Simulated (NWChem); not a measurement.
GeH2S2F2; SMILES [F][Ge]([F])([SH])[SH]

```xyz
7

F     -0.2824    -1.3238    -1.4304
Ge     0.0000     0.0000    -0.3380
F      0.2824     1.3238    -1.4304
S      1.8172    -0.2463     0.9026
S     -1.8172     0.2463     0.9026
H      2.6014     0.3217    -0.0413
H     -2.6014    -0.3217    -0.0413
```
Atoms are numbered in this order, from 1.

Level: B3LYP/6-31G* (spherical d) (NWChem), optimised geometry, unscaled harmonic frequencies. 

**Question.** List the harmonic frequencies with IR intensities, and the thermochemistry.

**Answer.** 
```
frequency (cm⁻¹)  IR intensity (km/mol)
----------------  ---------------------
111                                 0.6
125                                27.3
140                                 0.3
185                                22.8
199                                 0.0
220                                40.6
254                                22.0
382                                 8.8
442                                84.0
704                                74.7
718                                69.4
753                                 0.6
789                                 5.1
2676                                1.2
2676                                0.1
```

The zero-point energy is 14.8 kcal/mol. The thermal correction to the enthalpy at 298.15 K (with zero-point energy) comes out as 20.5 kcal/mol and the heat capacity Cv comes out as 24.9 cal/(mol K). The entropy at 298.15 K and 1 atm (symmetry number 2) comes out as 88.5 cal/(mol K) and the dipole moment comes out as 0.55 D.

Rigid rotor and harmonic oscillator.
